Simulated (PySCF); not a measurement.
## Computed properties of F₂HOSTa, SMILES [OH][Ta]([F])([F])=[S], multiplicity 1

Ta(S)(F)2(OH) (F2HOSTa), SMILES [F][Ta]([F])(=[S])[OH], multiplicity 1. Geometry: B3LYP-D3(BJ)/def2-SVP. The spin state was assumed, not searched. The structure was generated by enumeration; whether it is a known compound was not checked. The def2 effective core potentials stand for the cores of Ta; spin–orbit coupling is left out. One conformer was computed; it need not be the lowest. All values are computed for the isolated molecule unless a solvent is named; none is compared with measurement here.

**Structure.** The optimised structure has Cs symmetry. All 12 harmonic modes at B3LYP-D3(BJ)/def2-SVP (PySCF) are real, so it is a minimum. With heavy atoms numbered as in [Ta:1](=[S:2])([F:3])([F:4])[OH:5], the shortest bond between them is Ta1–F3 at 1.883 Å and the longest Ta1–S2 at 2.170 Å.

**Vibrations.** The strongest infrared lines (harmonic, unscaled, degenerate partners summed) lie at 3874 cm⁻¹ (287 km/mol, H 94 %), 496 cm⁻¹ (198 km/mol, H 76 %, O 22 %), 403 cm⁻¹ (129 km/mol, H 84 %, O 15 %). The softest mode is at 159 cm⁻¹ and the zero-point energy is 11.9 kcal/mol.

**Electronic structure.** ωB97X/def2-TZVP (PySCF) places the frontier levels at -10.26 and 0.19 eV, a gap of 10.45 eV, and gives a dipole moment of 2.90 D and a mean polarisability of 58.2 bohr³. PBE/def2-TZVP (PySCF) at the same geometry gives -6.78 and -2.69 eV, so its gap is 6.36 eV narrower. An orbital gap is neither the optical nor the fundamental gap.

**Excitations.** TDDFT-PBE0/def2-SVPD (PySCF) has S1 at 4.25 eV (291 nm, f = 0.000, dark); the most intense of the 10 singlets computed lies at 5.22 eV (f = 0.03). T1 (TDA) is at 3.65 eV. TDDFT-PBE/def2-SVPD (PySCF) puts S1 at 4.10 eV. No vertical singlet excitation falls in the visible range (under 3.1 eV).
